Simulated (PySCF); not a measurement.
**Electron correlation in Ar (argon, neutral)**

Starting occupation: [Ar]. Computed with PySCF 2.14 in x2c-TZVPall-2c with one added diffuse shell each of s, p type (6s7p2d1f, 44 functions), with X2C-1e with screened-nucleus spin-orbit coupling, Gaussian nucleus. Frozen: [Ne]; 8 electrons correlated; the 6 highest virtual spinors left out.

MP2 pair energies summed by pair of shells (mhartree):

```csv
pair,energy,share (%)
3p3/2-3p3/2,-67.04,32.9
3p1/2-3p3/2,-66.11,32.4
3p3/2-3s1/2,-30.04,14.7
3p1/2-3p1/2,-17.05,8.4
3p1/2-3s1/2,-15.07,7.4
3s1/2-3s1/2,-8.46,4.2
```

Total MP2 correlation energy: -203.77 mhartree.
